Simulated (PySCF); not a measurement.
Compound: [NbO2F2]- (charge -1 and singlet state).
Bonds: Nb1–O2, Nb1–O3, Nb1–F4, Nb1–F5.

Computed by this run: PySCF, PBE0-D3(BJ)/def2-SVP geometry optimisation, gas phase, def2 core potentials past Kr; density fitting, grid level 1; the optimiser is geomeTRIC in internal coordinates, started from a GFN2-xTB structure.

Geometry at step 7:
```
atom  x, y, z in Å
Nb1     0.0421   -0.0016    0.0445
O2     -0.1735   -0.0506    1.7744
O3      1.7521    0.0350   -0.2919
F4     -0.8336    1.5444   -0.7190
F5     -0.7870   -1.5271   -0.8079
```

Question: What forces act on the atoms?

Answer: 
```csv
atom,Fx (eV/Å),Fy (eV/Å),Fz (eV/Å)
Nb1,0.095,0.014,0.054
O2,-0.027,-0.010,-0.192
O3,-0.176,-0.003,0.013
F4,0.069,-0.009,0.037
F5,0.039,0.008,0.088
```

The largest, 0.19 eV/Å, acts on O2; the rms over all components is 0.080 eV/Å. The forces sum to zero within rounding, as they must for an isolated molecule in no field.

Question: Give the force on O2 in Eh/bohr and in nN.

Answer: 0.194 eV/Å ÷ 51.422 = 0.00378 Eh/bohr, and 0.194 eV/Å × 1.602 = 0.31 nN.

Question: How far is this geometry from the end of the optimisation?

Answer: 0.005 eV above it, and 0.021 Å rms away after alignment. The bonds farthest from their final lengths, with half the difference of the two atoms' forces along the bond (positive lengthens):

| bond | now (Å) | final (Å) | force along bond (eV/Å) |
| --- | --- | --- | --- |
| Nb1–O2 | 1.744 | 1.740 | -0.11 |
| Nb1–O3 | 1.743 | 1.740 | -0.13 |
| Nb1–F5 | 1.934 | 1.932 | +0.01 |
| Nb1–F4 | 1.934 | 1.932 | 0.00 |

The angle farthest from its final value is F4–Nb1–F5, 105.2° against 107.2°.

What follows is the cost of the whole optimisation. The run took 27 s of wall time on one thread of an x86-64 server, no GPU, shared host.
